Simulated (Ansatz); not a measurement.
The cluster Tl4H5. Charge 0, multiplicity 2. Geometry PBE-D4/def2-SVP, basis def2-TZVP, Ansatz.

```xyz
9

Tl   -0.946    2.660    0.135
Tl   -0.382   -1.587   -2.319
Tl   -1.114   -1.026    1.520
Tl    2.131    0.195    0.146
H    -1.707    0.913    1.089
H     1.391   -0.650   -1.596
H    -1.367   -1.681   -0.431
H     1.051    1.949   -0.083
H     0.942   -0.773    1.538
```

| run | HOMO (eV) | LUMO (eV) |
| --- | --- | --- |
| A | -5.74 | -2.93 |
| B | -4.64 | -3.93 |
| C | -4.38 | -4.01 |
| D | -4.75 | -3.81 |
| E | -5.11 | -3.49 |

In the def2 sets Tl takes a core potential; there is no spin–orbit coupling. HSE06 is defined as in plane-wave codes, on full-range PBE exchange. Another isomer (doublet) lies 0.23 eV lower at PBE0-D4/def2-TZVP; other spin states weren't run for this one.

HOMO and LUMO are taken over both spins.

Question: The runs used BHLYP, HSE06, PBE, PBE0, r2SCAN. Estimate which is which.

Answer: A BHLYP (50 % exact exchange); B r2SCAN (0 % exact exchange); C PBE (0 % exact exchange); D HSE06 (range-separated); E PBE0 (25 % exact exchange). Exact exchange lowers occupied and raises empty levels; among semilocal functionals meta-GGAs tend to open the gap a little, and such runs are hard to tell apart. The gap grows from 0.37 eV (PBE) to 2.81 eV (BHLYP).
